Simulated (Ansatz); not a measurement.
Process, species as SMILES: N[Si](N)([O])O -> [NH][Si](N)(O)O
Structures are relaxed separately at B3LYP-D3(BJ)/def2-TZVP in Ansatz (a quantum-chemistry and plane-wave program), one conformer each, not searched for the lowest.

Quantity: isomerisation energy (electronic energy difference), in kcal/mol. Correlated levels leave the core frozen unless marked. UHF or UKS for open shells. No spin-orbit coupling. No relativistic terms. CBS(X,Y): correlation extrapolated as X^-3; Hartree-Fock from the larger set.

| level | program | isomerisation energy (kcal/mol) |
|---|---|---|
| HF/cc-pV(D+d)Z | Ansatz | -5.3 |
| PBE/def2-TZVPD | Ansatz | 2.1 |
| revPBE-D3(BJ)/def2-TZVPD | Ansatz + dftd3 | 1.9 |
| r2SCAN-D3(BJ)/def2-TZVPD | Ansatz + dftd3 | -1.2 |
| PBE0/def2-TZVP | Ansatz | -2.6 |
| RI-MP2/CBS(cc-pV(T+d)Z,cc-pV(Q+d)Z) | Ansatz | -11.2 |
| CCSD(T)/CBS(cc-pV(T+d)Z,cc-pV(Q+d)Z) | Ansatz | -6.8 |
